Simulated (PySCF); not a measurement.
CH4ClFOSi, SMILES OC[Si@@H](F)Cl.

The structure is a stationary point at B3LYP-D3(BJ)/def2-SVP. The structure was generated by enumeration; whether it is a known compound was not checked. One conformer was computed; it need not be the lowest.

Two levels are set side by side: PBE/def2-TZVP (PySCF) and M06-2X/def2-TZVP (PySCF). Same geometry, gas phase. Differences are taken from unrounded values.

| quantity | M06-2X |
|---|---|
| orbital gap (eV) | 10.08 |
| highest occupied level (eV) | -9.44 |
| lowest empty level (eV) | 0.64 |
| dipole moment (D) | 2.31 |
| mean polarisability (bohr³) | 50.6 |

What does PBE give, and how far is it from M06-2X? (An estimate is asked for; the answer gives what the named calculation found.)


| quantity | PBE | PBE minus M06-2X |
|---|---|---|
| orbital gap (eV) | 5.42 | -4.66 |
| highest occupied level (eV) | -6.42 | 3.02 |
| lowest empty level (eV) | -1.00 | -1.64 |
| dipole moment (D) | 2.18 | -0.13 |
| mean polarisability (bohr³) | 53.7 | 3.1 |

Without exact exchange PBE keeps part of each electron's self-repulsion, which lifts occupied levels and narrows the gap. PBE's more diffuse valence density responds more strongly to a field. Differences between two approximate levels are no errors against the true value.

Rough cost on one machine, each run with all the roots and properties that it gave: M06-2X against PBE about 4 times.
